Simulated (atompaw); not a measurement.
**Si: PAW (atompaw) pseudisation with LDA (PW92), scalar-relativistic reference atom.**

- Element: silicon
- Generator: atompaw 4.2.0.5
- Type: PAW
- Functional: LDA (PW92)
- Relativity: scalar-relativistic
- Frozen core: [Ne]
- Valence charge: 4
- Reference configuration: 3s2 3p0 (charge +2)
- Partial waves: 3s (bound): rc 2.05 bohr; 3s channel at -1.25 Ry: rc 2.05 bohr; 3p (bound, empty): rc 1.70 bohr; 3p channel at -0.7 Ry: rc 1.70 bohr; 3d channel at 0.35 Ry: rc 2.05 bohr
- Local potential: bessel scheme, radius 1.85 bohr
- Core correction: smooth core density matched at 1.85 bohr
- Augmentation charge: gaussian compensation charge, radius 1.55 bohr; PAW radius 2.05 bohr; waves and projectors: custom rrkj gramschmidtortho

All-electron outer shells of the reference configuration (LDA (PW92), scalar-relativistic, ld1.x):

| shell | level (eV) | outermost node (bohr) | outermost maximum (bohr) |
| --- | --- | --- | --- |
| 3s | -28.66 | 0.72 | 1.69 |
| 3p | -20.65 | 0.71 | 1.89 |

Results:

```
Cutoffs needed                                           : 6 Ry and 6 Ry (the cutoffs (Ry, on a coarse ladder) from which the occupation-weighted sum of valence levels, in a spherical-Bessel basis at the reference potential, stays within 10 and 1 mRy of its value at 400 Ry)
Ghost test                                               : no extra level below or beside the all-electron valence levels (s, p, d, f tested) (spherical-Bessel basis up to 400 Ry, 20 bohr box)
Lowest eigenvalue of the overlap operator                : 0.45 (s channel)
Overlap eigenvalues printed by atompaw (projector basis) : 0.26, 0.772, 1.34, 2.38, 3.81
Warning                                                  : the pseudo core plus compensation charge is negative at some radii, so no UPF file was written
Share of each valence orbital outside the PAW sphere     : 3s 40 %, 3p 54 %
```

Generation and tests took about 0.72 s on one core of a shared server CPU.
